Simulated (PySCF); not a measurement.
One molecule, one basis, several functionals.

Species: H8NPSSi2.
SMILES: `N[SiH2]S[SiH2]P`

Torsions of this conformer, `[NH2:1][SiH2:2][S:3][SiH2:4][PH2:5]`: N1–Si2–S3–Si4 56°, Si2–S3–Si4–P5 -86°, H–N1–Si2–S3 -135°, H–N1–Si2–S3 69°, H–P5–Si4–S3 52°, H–P5–Si4–S3 -42°.

PySCF, pcSseg-1 basis, density fitting, gas phase, PBE0-D3(BJ)/def2-SVP geometry. One functional is left out:

| functional | exact exchange (%) | HOMO energy (eV) | LUMO energy (eV) | dipole moment (D) |
| --- | --- | --- | --- | --- |
| B97-D | 0 | -5.94 | -0.79 | 2.565 |
| BLYP | 0 | -5.78 | -0.75 | 2.525 |
| BP86 | 0 | -6.09 | -1.01 | 2.609 |
| LDA | 0 | -6.07 | -1.12 | 2.677 |
| OPBE | 0 | -6.02 | -0.80 | 2.624 |
| PBE | 0 | -5.98 | -0.92 | 2.596 |
| B3LYP | 20 | -6.84 | -0.25 | 2.559 |
| PBE0 | 25 | -7.11 | -0.08 | 2.627 |
| mPW1PW91 | 25 | -7.13 | -0.08 | 2.619 |
| BHandHLYP | 50 | -8.05 | 0.90 | 2.588 |

Q: Predict the row of B97-2 (21 % exact exchange) by straight lines through the other rows, and check it.

A: 
```
         property   line  computed  computed − line  B3LYP (20 %), for comparison
 HOMO energy (eV)  -6.88     -6.88             0.00                         -6.84
 LUMO energy (eV)  -0.18     -0.09            +0.09                         -0.25
dipole moment (D)  2.598     2.601           +0.003                         2.559
```

Q: Which of these properties follows the share of exact exchange most closely, and which least?

A: Most closely the HOMO energy, least the dipole moment; the correlations over the tabulated rows are HOMO energy -0.992, LUMO energy 0.983, dipole moment -0.021. The HOMO energy moves by -0.425 eV for every 10 %. Functionals with the same share still differ in their other parts: at 0 % BLYP and BP86 differ by 0.31 eV in it.
